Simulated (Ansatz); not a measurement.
Reaction R1 → 2 P1, each structure at its B3LYP-D3(BJ)/def2-TZVP stationary point, reached from a drawn start (curvature not checked).
R1, I2 (SMILES II) (charge 0, multiplicity 1):
```xyz
2

I      0.00000     0.00000    -1.34737
I      0.00000     0.00000     1.34737
```
P1: I atom, charge 0, multiplicity 2.

P less R. No zero-point or thermal terms; singlets are restricted closed shells; open shells are unrestricted; no spin–orbit coupling.

Cores are frozen in the correlated methods. In cc and def2 sets filled d and f shells under p-block atoms count as core.

The values were computed with Ansatz (an electronic-structure program). No computed number here is a measurement. Elements past Kr take the def2 small-core potentials, without spin–orbit coupling.

| level | reaction energy (kJ/mol) |
|---|---|
| HF/def2-QZVPP | 61.5 |
| SVWN5/def2-TZVPP | 268.1 |
| B3LYP/def2-TZVPP | 180.2 |
| wB97M-V/def2-TZVPP | 176.4 |
| MP2/def2-SVP | 142.0 |
| SCS-MP2/def2-TZVPP | 167.0 |
| CCSD/def2-TZVPP | 155.1 |
| CCSD(T)/def2-TZVPP | ___ |
| CCSD(T)/def2-QZVPP | ___ |

**Question.** Complete the blanks.

**Answer.** 
- CCSD(T)/def2-TZVPP, reaction energy (kJ/mol): 167.8
- CCSD(T)/def2-QZVPP, reaction energy (kJ/mol): 186.6
